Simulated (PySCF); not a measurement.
Species: C5H7O2 (doublet state).
Numbering: `[CH2:1][C:2](=[O:3])[CH2:4][C:5]([CH3:6])=[O:7]` (hydrogens: H8, H9 on C1; H10, H11 on C4; H12, H13, H14 on C6)

Structure used (GFN2-xTB), in Å, numbered top down from 1:
```
atom  x, y, z in Å
C1     1.8563   -0.1343   -1.4167
C2     0.9796   -0.6588   -0.4456
O3     0.5342   -1.8049   -0.4666
C4     0.5755    0.3015    0.6768
C5    -0.8094    0.8099    0.3042
C6    -1.9035   -0.1615    0.6247
O7    -0.9701    1.8737   -0.2324
H8     2.1682    0.8935   -1.4006
H9     2.2613   -0.7868   -2.1707
H10    0.5249   -0.2548    1.6113
H11    1.2713    1.1344    0.7508
H12   -2.8279    0.1328    0.1353
H13   -1.6023   -1.1590    0.3053
H14   -2.0587   -0.1862    1.7021
```

The hyperfine couplings belong to this conformer and change with its torsions.

Theory: UKS B3LYP, pcH-1 on C H O, non-relativistic, mean-field spin-orbit, GIAO in PySCF 2.14.0. One conformer (not necessarily the lowest) at the GFN2-xTB geometry, without solvent, vibrations or thermal averaging. Couplings are sensitive to structure, and on GFN2-xTB geometries they can be far from those on DFT ones. Stability of the SCF solution: not tested.

The largest Mulliken spin populations are on C1 (+0.87), O3 (+0.32) and C2 (-0.12). The angles at C1 add up to 359.9°, so it is planar; its axial dipolar tensor and the negative couplings of its protons fit spin in a p orbital normal to that plane.

Q: Find Q in a(H) = Q·ρ(C) for the protons on the planar carbons that carry spin.

A: 
| H | C | ρ(C) | a(H) (G) | a/ρ (G) |
| --- | --- | --- | --- | --- |
| H8 | C1 | +0.873 | -18.85 | -21.6 |
| H9 | C1 | +0.873 | -18.47 | -21.2 |

These protons share one ρ (within 0.01), so their mean ratio, Q = -21.4 G, is no test of linearity. In McConnell's picture π spin on carbon polarises the C–H bond and leaves opposite spin at the proton, which makes Q negative, as found here.

Couplings in gauss use g_iso = 2.0051.

On Arm Neoverse V1, one thread, on a shared host, this took 44 s wall.
